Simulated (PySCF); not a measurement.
Species: C₆H₁₈Si₄.
SMILES with atom numbers: `[CH2:1]=[CH:2][CH2:3][SiH2:4][Si:5]([SiH3:6])([SiH3:7])[CH:8]1[CH2:9][CH2:10]1` (hydrogens: H11, H12 on C1; H13 on C2; H14, H15 on C3; H16, H17 on Si4; H18, H19, H20 on Si6; H21, H22, H23 on Si7; H24 on C8; H25, H26 on C9; H27, H28 on C10)

Computed, not measured: PySCF, PBE0-D3(BJ)/def2-SVP geometry optimisation, gas phase.

(1) What internal coordinates does the optimisation give?

Results:

(1) 
```csv
bond,length (bohr),order
C1=C2,2.526,double
C2–C3,2.819,single
C3–Si4,3.595,single
Si4–Si5,4.429,single
Si5–Si6,4.430,single
Si5–Si7,4.449,single
Si5–C8,3.559,single
"C8–C9, C8–C10",2.851,single
C9–C10,2.821,single
C1–H11,2.069,single
C1–H12,2.064,single
C2–H13,2.075,single
"C3–H14, C3–H15",2.084,single
"Si4–H16, Si4–H17",2.834,single
Si6–H18 and 5 like bonds,2.829,single
C8–H24,2.072,single
"C9–H25, C10–H28",2.069,single
"C9–H26, C10–H27",2.066,single
```

Bonds in one row agree within 0.02 bohr and their mean is given. Orders are formal, as drawn. A selection of angles:
```csv
angle,degrees
C1–C2–C3,125.6
C2–C3–Si4,110.9
C3–Si4–Si5,110.3
Si4–Si5–Si6,109.1
Si4–Si5–Si7,110.5
Si4–Si5–C8,109.2
Si6–Si5–Si7,108.1
Si6–Si5–C8,109.3
Si7–Si5–C8,110.5
Si5–C8–C9,121.9
C9–C8–C10,59.3
C8–C9–C10,60.4
```

Torsions: C1–C2–C3–Si4 -106° (anticlinal); C2–C3–Si4–Si5 58° (synclinal); C3–Si4–Si5–Si6 54° (synclinal); Si4–Si5–C8–C9 162° (antiperiplanar); Si5–C8–C9–C10 -110° (anticlinal); Si5–C8–C10–C9 111° (anticlinal). The mirror-image conformer, all signs reversed, is as good.

The 3-membered ring C8–C9–C10 has internal angles of 59.3° to 60.4°. The 5 C–C bonds span 1.337 Å (C1=C2, drawn double) to 1.509 Å (C8–C10, drawn single), a spread of 0.172 Å. Of the pairs four or more bonds apart, C1···Si7 is among the closest relative to their van der Waals radii: 3.58 Å, 94 % of the sum of Bondi's values. Si6 (SiH3 silicon) is tetrahedral (angles from 107.9° to 111.0°). Si5 (four-coordinate silicon) is tetrahedral (angles from 108.1° to 110.5°). Si4 (SiH2 silicon) is tetrahedral (angles from 107.7° to 110.3°).

Point group: C1 (no symmetry element, even within 0.4 Å). PBE0-D3(BJ)/def2-SVP frequencies: not computed here. One conformer, not necessarily the lowest.
